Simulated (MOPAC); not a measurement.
Input for MOPAC: AM1 on CH7BN2 (SMILES CB(N)N), a point of a torsion scan.

```
AM1 1SCF PRECISE CHARGE=0 THREADS=1
CH7BN2

C     -1.15294834 1    -0.77259230 1     0.08924248 1
B      0.21432037 1     0.03856682 1    -0.02268847 1
N      1.44170821 1    -0.64024625 1    -0.09525790 1
N      0.19976417 1     1.44336843 1    -0.03515296 1
H     -1.50250825 1    -0.79612598 1     1.11993448 1
H     -1.05050916 1    -1.80427609 1    -0.23746351 1
H     -1.94429574 1    -0.31769380 1    -0.50184967 1
H      2.33099848 1    -0.17639905 1    -0.15101198 1
H      1.51795875 1    -1.64023898 1    -0.08679854 1
H     -0.64367558 1     1.98341108 1     0.01805810 1
H      1.02864856 1     2.00821291 1    -0.08765792 1
```

Output:

```
*******************************************************************************
 **                                                                           **
 **                              MOPAC v23.2.5                                **
 **                                                                           **
 *******************************************************************************
 ** MOPAC's Digital Object Identifier: https://doi.org/10.5281/zenodo.6511958 **
 **                                                                           **
 ** Please cite the open-source release paper for use of this MOPAC version:  **
 ** J. E. Moussa and J. J. P. Stewart (2026)                                  **
 ** MOPAC: An open-source semiempirical molecular orbital program             **
 ** J. Open Source Softw., 11(119), 8025, https://doi.org/10.21105/joss.08025 **
 *******************************************************************************

                              AM1 CALCULATION RESULTS

 *******************************************************************************
 *  AM1        - The AM1 Hamiltonian to be used
 *
 *
 *
 *                 CHARGE ON SYSTEM = 0
 *
 *
 *
 *  PRECISE    - TIGHTER CRITERIA TO BE USED
 *  1SCF       - DO 1 SCF AND THEN STOP
 *  THREADS=1  - MULTI-THREADING NOT USED
 *  T=         - A TIME OF 172800.0 SECONDS REQUESTED
 *  DUMP=N     - RESTART FILE WRITTEN EVERY 7200.0 SECONDS REQUESTED
 *******************************************************************************
AM1 1SCF PRECISE CHARGE=0 THREADS=1
 CH7BN2

   ATOM   CHEMICAL          X               Y               Z
  NUMBER   SYMBOL      (ANGSTROMS)     (ANGSTROMS)     (ANGSTROMS)

     1       C         -1.15294834  *  -0.77259230  *   0.08924248  *
     2       B          0.21432037  *   0.03856682  *  -0.02268847  *
     3       N          1.44170821  *  -0.64024625  *  -0.09525790  *
     4       N          0.19976417  *   1.44336843  *  -0.03515296  *
     5       H         -1.50250825  *  -0.79612598  *   1.11993448  *
     6       H         -1.05050916  *  -1.80427609  *  -0.23746351  *
     7       H         -1.94429574  *  -0.31769380  *  -0.50184967  *
     8       H          2.33099848  *  -0.17639905  *  -0.15101198  *
     9       H          1.51795875  *  -1.64023898  *  -0.08679854  *
    10       H         -0.64367558  *   1.98341108  *   0.01805810  *
    11       H          1.02864856  *   2.00821291  *  -0.08765792  *



          CARTESIAN COORDINATES

    NO.       ATOM           X           Y           Z

     1         C         -1.1529     -0.7726      0.0892
     2         B          0.2143      0.0386     -0.0227
     3         N          1.4417     -0.6402     -0.0953
     4         N          0.1998      1.4434     -0.0352
     5         H         -1.5025     -0.7961      1.1199
     6         H         -1.0505     -1.8043     -0.2375
     7         H         -1.9443     -0.3177     -0.5018
     8         H          2.3310     -0.1764     -0.1510
     9         H          1.5180     -1.6402     -0.0868
    10         H         -0.6437      1.9834      0.0181
    11         H          1.0286      2.0082     -0.0877

  H: (AM1): M.J.S. DEWAR ET AL, J. AM. CHEM. SOC. 107 3902-3909 (1985)
  B: (AM1): M.J.S. DEWAR ET AL, ORGANOMETALLICS, 7, 513-521 (1988)
  C: (AM1): M.J.S. DEWAR ET AL, J. AM. CHEM. SOC. 107 3902-3909 (1985)
  N: (AM1): M.J.S. DEWAR ET AL, J. AM. CHEM. SOC. 107 3902-3909 (1985)

           Empirical Formula: C H7 N2 B  =    11 atoms



      MOLECULAR POINT GROUP   :   C1


      RHF CALCULATION, NO. OF DOUBLY OCCUPIED LEVELS = 12


 -------------------------------------------------------------------------------
 AM1 1SCF PRECISE CHARGE=0 THREADS=1
 CH7BN2



     1SCF WAS SPECIFIED, SO BFGS WAS NOT USED
     SCF FIELD WAS ACHIEVED


                              AM1 CALCULATION
                                                       MOPAC v23.2.5 Linux




          FINAL HEAT OF FORMATION =        -66.12791 KCAL/MOL =    -276.67918 KJ/MOL


          COSMO AREA              =        105.00 SQUARE ANGSTROMS
          COSMO VOLUME            =         88.04 CUBIC ANGSTROMS

          IONIZATION POTENTIAL    =          9.315604 EV
          HOMO LUMO ENERGIES (EV) =         -9.316  2.922
          NO. OF FILLED LEVELS    =         12
          MOLECULAR WEIGHT        =         57.8897         POINT GROUP:  C1

          MOLECULAR DIMENSIONS (Angstroms)

            Atom       Atom       Distance
            H    11    H     6     4.34516
            H     8    H     7     3.69607
            H     5    H     7     1.57744


          SCF CALCULATIONS        =          1





   ATOM   CHEMICAL          X               Y               Z
  NUMBER   SYMBOL      (ANGSTROMS)     (ANGSTROMS)     (ANGSTROMS)

     1       C         -1.15294834  *  -0.77259230  *   0.08924248  *
     2       B          0.21432037  *   0.03856682  *  -0.02268847  *
     3       N          1.44170821  *  -0.64024625  *  -0.09525790  *
     4       N          0.19976417  *   1.44336843  *  -0.03515296  *
     5       H         -1.50250825  *  -0.79612598  *   1.11993448  *
     6       H         -1.05050916  *  -1.80427609  *  -0.23746351  *
     7       H         -1.94429574  *  -0.31769380  *  -0.50184967  *
     8       H          2.33099848  *  -0.17639905  *  -0.15101198  *
     9       H          1.51795875  *  -1.64023898  *  -0.08679854  *
    10       H         -0.64367558  *   1.98341108  *   0.01805810  *
    11       H          1.02864856  *   2.00821291  *  -0.08765792  *

                             CARTESIAN COORDINATES

   1    C       -1.152948340    -0.772592300     0.089242480
   2    B        0.214320370     0.038566820    -0.022688470
   3    N        1.441708210    -0.640246250    -0.095257900
   4    N        0.199764170     1.443368430    -0.035152960
   5    H       -1.502508250    -0.796125980     1.119934480
   6    H       -1.050509160    -1.804276090    -0.237463510
   7    H       -1.944295740    -0.317693800    -0.501849670
   8    H        2.330998480    -0.176399050    -0.151011980
   9    H        1.517958750    -1.640238980    -0.086798540
  10    H       -0.643675580     1.983411080     0.018058100
  11    H        1.028648560     2.008212910    -0.087657920


           Empirical Formula: C H7 N2 B  =    11 atoms



      MOLECULAR POINT GROUP   :   C1


                  EIGENVALUES
 -34.35180 -31.49053 -28.63611 -19.44181 -16.80423 -16.42639 -14.46354 -13.39194
 -12.72445 -11.65480 -11.13753  -9.31560   2.92164   3.65070   4.35469   4.99313
   5.16655   5.33611   5.65900   6.29661   6.49141   8.22363   8.56172


              NET ATOMIC CHARGES AND DIPOLE CONTRIBUTIONS

  ATOM NO.   TYPE          CHARGE      No. of ELECS.   s-Pop       p-Pop
    1          C          -0.254239        4.2542     1.22477     3.02947
    2          B           0.199976        2.8000     1.10361     1.69642
    3          N          -0.456705        5.4567     1.45345     4.00326
    4          N          -0.457871        5.4579     1.45349     4.00438
    5          H           0.071288        0.9287     0.92871
    6          H           0.064986        0.9350     0.93501
    7          H           0.067458        0.9325     0.93254
    8          H           0.184249        0.8158     0.81575
    9          H           0.198365        0.8016     0.80163
   10          H           0.198102        0.8019     0.80190
   11          H           0.184391        0.8156     0.81561
 DIPOLE           X         Y         Z       TOTAL
 POINT-CHG.     0.347     0.219     0.025     0.411
 HYBRID         0.329     0.203     0.005     0.387
 SUM            0.677     0.422     0.030     0.798


          ATOMIC ORBITAL ELECTRON POPULATIONS

     Atom    s        px        py        pz
    1  C   1.22477   1.01232   1.00775   1.00940
    2  B   1.10361   0.66178   0.63485   0.39979
    3  N   1.45345   1.10248   1.09346   1.80732
    4  N   1.45349   1.08763   1.10878   1.80797
    5  H   0.92871
    6  H   0.93501
    7  H   0.93254
    8  H   0.81575
    9  H   0.80163
   10  H   0.80190
   11  H   0.81561

 **********************
 *                    *
 * JOB ENDED NORMALLY *
 *                    *
 **********************




 == MOPAC DONE ==
```

The run finished.

Cost: very roughly 0.03 core-seconds.
